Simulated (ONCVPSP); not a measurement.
Building the ONCV potential for thulium (PBEsol, scalar-relativistic).

Input for ONCVPSP 4.0.1:

```
# ATOM AND REFERENCE CONFIGURATION
# atsym  z   nc   nv     iexc    psfile
  Tm 69.00    9    4  -116133      upf
#
#   n    l    f
    1    0    2.00
    2    0    2.00
    2    1    6.00
    3    0    2.00
    3    1    6.00
    3    2   10.00
    4    0    2.00
    4    1    6.00
    4    2   10.00
    4    3   13.00
    5    0    2.00
    5    1    6.00
    6    0    2.00
#
# PSEUDOPOTENTIAL AND OPTIMIZATION
# lmax
    3
#
#   l,   rc,      ep,       ncon, nbas, qcut
    0    2.10    0.00    5    9    7.40
    1    2.00    0.00    4    8    5.80
    2    1.95    0.23    4    8    5.70
    3    1.25    0.00    3    8   13.80
#
# LOCAL POTENTIAL
# lloc, lpopt,  rc(5),   dvloc0
    4    5    0.80    1.00
#
# VANDERBILT-KLEINMAN-BYLANDER PROJECTORs
# l, nproj, debl
    0    2    3.00
    1    2    1.90
    2    3    3.70
    3    2    0.90
#
# MODEL CORE CHARGE
# icmod, fcfact, rcfact
    3    5.75    1.20
#
# LOG DERIVATIVE ANALYSIS
# epsh1, epsh2, depsh
   -3.00    5.00    0.02
#
# OUTPUT GRID
# rlmax, drl
    6.00    0.01
#
# TEST CONFIGURATIONS
# ncnf
    4
# nvcnf
#   n    l    f
    4
    4    3   13.00
    5    0    2.00
    5    1    6.00
    6    0    1.00
#
    4
    4    3   13.00
    5    0    2.00
    5    1    6.00
    6    0    0.00
#
    4
    4    3   12.00
    5    0    2.00
    5    1    6.00
    6    0    0.00
#
    4
    4    3   12.00
    5    0    2.00
    5    1    6.00
    6    0    2.00
#
```

Command:

```bash
oncvpsp.x < Tm.dat > Tm.out
```

The program printed (shortened: citation, most of the input echo, consistency checks and plot data are left out):

```
ONCVPSP  (Optimized Norm-Conservinng Vanderbilt PSeudopotential)
scalar-relativistic version 4.0.1

#   n    l    f        energy (Ha)
    1    0    2.00    -2.1780826E+03
    2    0    2.00    -3.6748595E+02
    2    1    6.00    -3.2448413E+02
    3    0    2.00    -8.2582033E+01
    3    1    6.00    -6.9563447E+01
    3    2   10.00    -5.3491070E+01
    4    0    2.00    -1.6257139E+01
    4    1    6.00    -1.1979373E+01
    4    2   10.00    -6.3017908E+00
    4    3   13.00    -1.1536104E-01
    5    0    2.00    -1.9632560E+00
    5    1    6.00    -9.8993929E-01
    6    0    2.00    -1.4305014E-01

Reference configufation results
  iterations    40
  all-electron total energy (Ha)   -1.35631928D+04

Begin loop to  construct optimized pseudo wave functions
and semi-local pseudopoentials for all angular momenta

Calculating optimized projector #   1

 for l=   0

    Fraction of norm inside rc  0.965643
    Optimizing pswf for qcut=   7.40 a_B^-1,  ecut=  27.35 Ha
    Residual kinetic energy error=  1.87D-07 Ha

    Energy error per electron        Cutoff
         Ha          eV             Ha
         0.01000     0.27211       13.38
         0.00100     0.02721       17.61
         0.00010     0.00272       20.95
         0.00001     0.00027       23.43

Calculating optimized projector #   2

 for l=   0

    Fraction of norm inside rc  0.060704
    Optimizing pswf for qcut=   7.40 a_B^-1,  ecut=  27.35 Ha
    Residual kinetic energy error=  6.28D-08 Ha

    Energy error per electron        Cutoff
         Ha          eV             Ha
         0.01000     0.27211        9.01
         0.00100     0.02721       14.79
         0.00010     0.00272       18.92
         0.00001     0.00027       22.14

   Wellstate for l =  1  n =  7
     eigenvalue =   0.9101
     asymptotic potential =   1.4101
     half-point radius =  5.1375

Calculating optimized projector #   1

 for l=   1

    Fraction of norm inside rc  0.850976
    Optimizing pswf for qcut=   5.80 a_B^-1,  ecut=  16.81 Ha
    Residual kinetic energy error=  1.00D-05 Ha

    Energy error per electron        Cutoff
         Ha          eV             Ha
         0.01000     0.27211        6.29
         0.00100     0.02721        8.08
         0.00010     0.00272       11.12
         0.00001     0.00027       17.40

Calculating optimized projector #   2

 for l=   1

    Fraction of norm inside rc  0.077130
    Optimizing pswf for qcut=   5.80 a_B^-1,  ecut=  16.81 Ha
    Residual kinetic energy error=  3.12D-05 Ha

    Energy error per electron        Cutoff
         Ha          eV             Ha
         0.01000     0.27211        5.71
         0.00100     0.02721        7.71
         0.00010     0.00272       14.46
         0.00001     0.00027       26.61

WARNING wellstate: moderately localized bound state found for n= 5 l=  2
WARNING scattering state with energy  0.05000000
WARNING will be used for the first projector

   Wellstate for l =  2  n =  5
     eigenvalue =   0.0500
     asymptotic potential =   0.5500
     half-point radius =  3.9432

   Wellstate for l =  2  n =  7
     eigenvalue =   3.7500
     asymptotic potential =   4.2500
     half-point radius =  3.1464

   Wellstate for l =  2  n =  9
     eigenvalue =   7.4500
     asymptotic potential =   7.9500
     half-point radius =  3.5781

Calculating optimized projector #   1

 for l=   2

    Fraction of norm inside rc  0.399516
    Optimizing pswf for qcut=   5.70 a_B^-1,  ecut=  16.26 Ha
    Residual kinetic energy error=  1.42D-06 Ha

    Energy error per electron        Cutoff
         Ha          eV             Ha
         0.01000     0.27211        7.39
         0.00100     0.02721       10.29
         0.00010     0.00272       12.74
         0.00001     0.00027       14.76

Calculating optimized projector #   2

 for l=   2

    Fraction of norm inside rc  0.158978
    Optimizing pswf for qcut=   5.70 a_B^-1,  ecut=  16.26 Ha
    Residual kinetic energy error=  1.93D-04 Ha

    Energy error per electron        Cutoff
         Ha          eV             Ha
         0.01000     0.27211       10.13
         0.00100     0.02721       12.49
         0.00010     0.00272       17.92
         0.00001     0.00027       34.13

Calculating optimized projector #   3

 for l=   2

    Fraction of norm inside rc  0.105101
    Optimizing pswf for qcut=   5.70 a_B^-1,  ecut=  16.26 Ha
    Residual kinetic energy error=  2.43D-04 Ha

    Energy error per electron        Cutoff
         Ha          eV             Ha
         0.01000     0.27211       12.91
         0.00100     0.02721       14.30
         0.00010     0.00272       19.48
         0.00001     0.00027       55.61

   Wellstate for l =  3  n =  5
     eigenvalue =   0.7846
     asymptotic potential =   1.2846
     half-point radius =  4.3214

Calculating optimized projector #   1

 for l=   3

    Fraction of norm inside rc  0.857136
    Optimizing pswf for qcut=  13.82 a_B^-1,  ecut=  95.44 Ha
    Residual kinetic energy error=  6.94D-05 Ha

    Energy error per electron        Cutoff
         Ha          eV             Ha
         0.01000     0.27211       71.91
         0.00100     0.02721       81.25
         0.00010     0.00272       91.51

Calculating optimized projector #   2

 for l=   3

    Fraction of norm inside rc  0.035245
    Optimizing pswf for qcut=  13.82 a_B^-1,  ecut=  95.44 Ha
    Residual kinetic energy error=  1.31D-06 Ha

    Energy error per electron        Cutoff
         Ha          eV             Ha
         0.01000     0.27211       59.54
         0.00100     0.02721       72.53
         0.00010     0.00272       82.11
         0.00001     0.00027       89.44

Construct Vanderbilt / Kleinmman-Bylander projectors

B matrix Hermiticity error, ll=   0
   1   2    1.5783E-04

  Orthonormal projector coefficients  2.0085E+01  1.3127E+00

B matrix Hermiticity error, ll=   1
   1   2   -1.8275E-04

  Orthonormal projector coefficients  1.4417E+01  9.4855E-01

B matrix Hermiticity error, ll=   2
   1   2   -2.8523E-04
   1   3   -2.6241E-04
   2   3   -3.4219E-04

  Orthonormal projector coefficients  1.3541E+01  1.9250E+00  1.6452E-01

B matrix Hermiticity error, ll=   3
   1   2    1.5300E-04

  Orthonormal projector coefficients -1.1836E+01 -5.4767E+00

Model core correction analysis
  based on d2Exc/dn_idn_j

d2excae - all-electron derivatives

   -1.948908D-02   -1.193500D-02   -8.963032D-03   -1.216496D-03
   -1.193480D-02   -2.536070D-02   -2.205769D-02   -1.337884D-03
   -8.962865D-03   -2.205765D-02   -2.275630D-02   -2.829418D-03
   -1.216251D-03   -1.337684D-03   -2.828849D-03   -2.847528D-02

d2excps - pseudofunction derivatives with no core correction

   -3.551202D-02   -1.798408D-02   -1.273254D-02   -1.640301D-03
   -1.798402D-02   -2.517779D-02   -2.202059D-02   -1.324952D-03
   -1.273247D-02   -2.202059D-02   -2.234253D-02   -2.857079D-03
   -1.640067D-03   -1.324754D-03   -2.856510D-03   -2.847450D-02

rms 2nd derivative error    4.736208E-03

rmatch, rhocmatch    0.6721   56.1105

Teter function model core charge with specified parameters

d2excps - pseudofunction derivatives with core correction

   -2.622832D-02   -1.570328D-02   -1.152132D-02   -1.459724D-03
   -1.570313D-02   -2.458341D-02   -2.168864D-02   -1.275664D-03
   -1.152120D-02   -2.168862D-02   -2.217330D-02   -2.829091D-03
   -1.459483D-03   -1.275461D-03   -2.828521D-03   -2.847054D-02

rms 2nd derivative error    2.348537E-03

Pseudoatom total energy -208.700956

Diagnostic tests using Vanderbilt-Kleinman-Bylander pseudopotentials
  1 or more projectors used as specified by nproj input data

   l    rcore       rmatch      e in        delta e   norm test  slope test

   0   2.1070477   2.1710222  -1.9632560   0.0000023   1.0001622   1.0001524
   0   2.1070477   2.1710222  -0.1430501   0.0000013   1.0000230   1.0000177

   1   2.0085864   2.0695715  -0.9899393  -0.0000036   1.0000582   1.0000632
   1   2.0085864   2.0695715   0.9100607   0.0000220   1.0001228   1.0001228

   2   1.9610948   2.0206379   0.0500000   0.0000048   1.0001032   1.0001032
   2   1.9610948   2.0206379   3.7500000   0.0000895   1.0002964   1.0002964
   2   1.9610948   2.0206379   7.4500000   0.0000532   1.0005698   1.0005698

   3   1.2521318   1.2901492  -0.1153610  -0.0000544   1.0003184   1.0002618
   3   1.2521318   1.2901492   0.7846390   0.0000027   1.0005675   1.0005675

 Testing for bound ghosts
   n   l    E NL Schr. Eq   E Basis Diag.   E Cutoff

       0                      -12.830056     79.10  WARNING - GHOST(-)
   1   0       -1.963254       -1.963251     79.10
   2   0       -0.143049       -0.109450     79.10

   2   1       -0.989943       -0.989923     75.23

   3   2       -0.029531        0.002151    114.95

   4   3       -0.115415       -0.112726    248.16

 Testing for highly-localized positive-energy ghosts
       l    <radius>/rc     E Basis Diag.   E Cutoff

       1        0.498626        0.092515     75.23  WARNING - GHOST(+)

       2        0.955519       14.626872    114.95  WARNING - GHOST(+)

Test configuration 0

   n   l     f        eae           eps        diff
   1   0  2.0000-2178.08261206
   2   0  2.0000 -367.48595400
   2   1  6.0000 -324.48412817
   3   0  2.0000  -82.58203347
   3   1  6.0000  -69.56344689
   3   2 10.0000  -53.49106962
   4   0  2.0000  -16.25713896
   4   1  6.0000  -11.97937263
   4   2 10.0000   -6.30179078
   4   3 13.0000   -0.11536104   -0.11541547   -5.44D-05
   5   0  2.0000   -1.96325595   -1.96325366    2.29D-06
   5   1  6.0000   -0.98993929   -0.98994285   -3.56D-06
   6   0  2.0000   -0.14305014   -0.14304885    1.29D-06

    Total energies and differences
      AE_ref= -1.35631928D+04  AE_tst= -1.35631928D+04  dif=  0.00D+00
      PS_ref= -2.08700956D+02  PS_tst= -2.08700956D+02  dif= -8.33D-12
      PSP excitation error=  8.33D-12

Test configuration 1

   n   l     f        eae           eps        diff
   1   0  2.0000-2178.32829690
   2   0  2.0000 -367.73065781
   2   1  6.0000 -324.72897257
   3   0  2.0000  -82.82538011
   3   1  6.0000  -69.80682055
   3   2 10.0000  -53.73457099
   4   0  2.0000  -16.50102938
   4   1  6.0000  -12.22347920
   4   2 10.0000   -6.54619507
   4   3 13.0000   -0.36035948   -0.36068877   -3.29D-04
   5   0  2.0000   -2.21117678   -2.21076077    4.16D-04
   5   1  6.0000   -1.23735342   -1.23701336    3.40D-04
   6   0  1.0000   -0.33636719   -0.33630131    6.59D-05

    Total energies and differences
      AE_ref= -1.35631928D+04  AE_tst= -1.35629539D+04  dif=  2.39D-01
      PS_ref= -2.08700956D+02  PS_tst= -2.08463107D+02  dif=  2.38D-01
      PSP excitation error=  1.03D-03

Test configuration 2

   n   l     f        eae           eps        diff
   1   0  2.0000-2178.61607088
   2   0  2.0000 -368.01648832
   2   1  6.0000 -325.01500648
   3   0  2.0000  -83.10899289
   3   1  6.0000  -70.09047168
   3   2 10.0000  -54.01842209
   4   0  2.0000  -16.78549733
   4   1  6.0000  -12.50827517
   4   2 10.0000   -6.83143053
   4   3 13.0000   -0.64614114   -0.64706148   -9.20D-04
   5   0  2.0000   -2.50089352   -2.49997111    9.22D-04
   5   1  6.0000   -1.52499143   -1.52422723    7.64D-04

    Total energies and differences
      AE_ref= -1.35631928D+04  AE_tst= -1.35625133D+04  dif=  6.79D-01
      PS_ref= -2.08700956D+02  PS_tst= -2.08022712D+02  dif=  6.78D-01
      PSP excitation error=  1.21D-03

Test configuration 3

psatom: WARNING lschvkbb convergence error n,l,iter=   4   3   3
ea(ii),et,emin,emax -1.154155E-01 -1.269570E-01 -1.269570E-01 -1.269570E-01
run_config: WARNING for fully non-local PS atom, stg. 1
 WARNING no output for configuration 4

Test configuration 4

   n   l     f        eae           eps        diff
   1   0  2.0000-2178.65525558
   2   0  2.0000 -368.07839635
   2   1  6.0000 -325.07408555
   3   0  2.0000  -83.19884932
   3   1  6.0000  -70.17981272
   3   2 10.0000  -54.10522469
   4   0  2.0000  -16.86499149
   4   1  6.0000  -12.58267656
   4   2 10.0000   -6.89801210
   4   3 12.0000   -0.67840875   -0.66586470    1.25D-02
   5   0  2.0000   -2.44753602   -2.45194293   -4.41D-03
   5   1  6.0000   -1.43876219   -1.44271020   -3.95D-03
   6   0  2.0000   -0.39855081   -0.39878754   -2.37D-04

    Total energies and differences
      AE_ref= -1.35631928D+04  AE_tst= -1.35628059D+04  dif=  3.87D-01
      PS_ref= -2.08700956D+02  PS_tst= -2.08322086D+02  dif=  3.79D-01
      PSP excitation error=  7.98D-03
```

Note: ghosts flagged at negative energy: s at -349.1 eV; GHOST(+) flagged for p at 2.52 eV, d at 398.0 eV. A true bound ghost makes a file unfit for plane-wave use.

The run took about 4.8 s on one core of a shared server CPU.
